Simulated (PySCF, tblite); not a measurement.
C5H7F3OSi.
Cartesian coordinates in Å at the GFN2-xTB level; atoms count from 1:
```
atom  x, y, z in Å
O1     0.3487    0.0111    2.4196
C2     1.0448    0.3190    1.4888
C3     0.8934   -0.1557    0.1077
Si4    2.3388   -1.2122   -0.5376
C5    -0.1696    0.1289   -0.6348
C6    -1.3133    0.9775   -0.1521
F7    -0.8720    2.0476    0.5755
F8    -1.9651    1.5309   -1.2136
C9    -2.3065    0.1974    0.7245
F10   -2.5885   -1.0099    0.1534
H11    1.9327    0.9681    1.6265
H12    2.0805   -1.4692   -1.9514
H13    3.5594   -0.4272   -0.3470
H14    2.3809   -2.4434    0.2481
H15   -0.2809   -0.2213   -1.6496
H16   -3.2436    0.7549    0.8172
H17   -1.8466    0.0156    1.7015
```

Method: PBE0/pcSseg-1 in PySCF (dipole) on a GFN2-xTB geometry, gas phase.

Masses are those of the commonest isotopes; rigid-rotor values at the optimised geometry. The values belong to one conformer with, in the numbering `[O:1]=[CH:2]/[C:3]([SiH3:4])=[CH:5]\[C:6]([F:7])([F:8])[CH2:9][F:10]`, O1–C2–C3–Si4 -115°, C3–C5–C6–F7 41°, C5–C6–C9–F10 -45°.

(1) What are A, B and C (MHz)?

(2) Classify the top.

(3) What does the inertial defect say?

(4) Which types of transition are allowed, and where do some lines up to J = 2 fall?

(5) Estimate the classical rotational partition function at 50 K, 298.15 K and 500 K.

## Answers

(1) Ia = 327.50, Ib = 703.83, Ic = 744.02 u·Å²; 505379 MHz·u·Å²/I gives A = 1543, B = 718.0, C = 679.3 MHz.

(2) A near-prolate asymmetric top. Ray's parameter κ = (2B − A − C)/(A − C) = -0.910; −1 is the prolate and +1 the oblate limit.

(3) Not planar: Δ = Ic − Ia − Ib = -287.31 u·Å². For a rigid frame Δ = −2 Σ m c², so Σ m c² = 143.66 u·Å² lies off the ab plane: 6.00 from hydrogen and 137.66 from heavier atoms. The atom farthest from that plane is 1.87 Å away.

(4) The dipole components are |μa| = 2.12 D, |μb| = 1.10 D, |μc| = 0.70 D. The squared components, which scale the intensities, stand as 1.00 : 0.27 : 0.11 (a : b : c). Some lines, for components of 0.1 D or more:

| type | branch | J(Ka,Kc) | MHz | lower level (cm⁻¹) |
| --- | --- | --- | --- | --- |
| c | Q | 1(1,1) ← 1(0,1) | 825 | 0.047 |
| b | Q | 1(1,0) ← 1(0,1) | 864 | 0.047 |
| a | R | 1(0,1) ← 0(0,0) | 1397 | 0.000 |
| b | R | 2(0,2) ← 1(1,1) | 1968 | 0.074 |
| b | R | 1(1,1) ← 0(0,0) | 2222 | 0.000 |
| c | R | 1(1,0) ← 0(0,0) | 2261 | 0.000 |
| c | Q | 2(2,1) ← 2(1,1) | 2475 | 0.170 |
| b | Q | 2(2,0) ← 2(1,1) | 2477 | 0.170 |
| b | Q | 2(2,1) ← 2(1,2) | 2592 | 0.166 |
| a | R | 2(0,2) ← 1(0,1) | 2793 | 0.047 |
| a | R | 2(1,1) ← 1(1,0) | 2833 | 0.075 |
| b | R | 2(1,2) ← 1(0,1) | 3581 | 0.047 |
| c | R | 2(1,1) ← 1(0,1) | 3697 | 0.047 |
| b | R | 2(2,1) ← 1(1,0) | 5309 | 0.075 |
| c | R | 2(2,0) ← 1(1,0) | 5310 | 0.075 |
| c | R | 2(2,1) ← 1(1,1) | 5347 | 0.074 |

(5) Point group C1, symmetry number σ = 1; q = (√π/σ)·√((kT/h)³/(ABC)), k/h = 20836.6 MHz/K: 68700 at 50 K, 1000000 at 298.15 K, 2170000 at 500 K.

Its GFN2-xTB frequencies are all real (lowest 57 cm⁻¹). These are rigid-rotor constants of the computed structure; measured ground-state constants (B0) also hold zero-point vibration. A rigid rotor knows nothing of internal rotation, which can split or shift real lines.
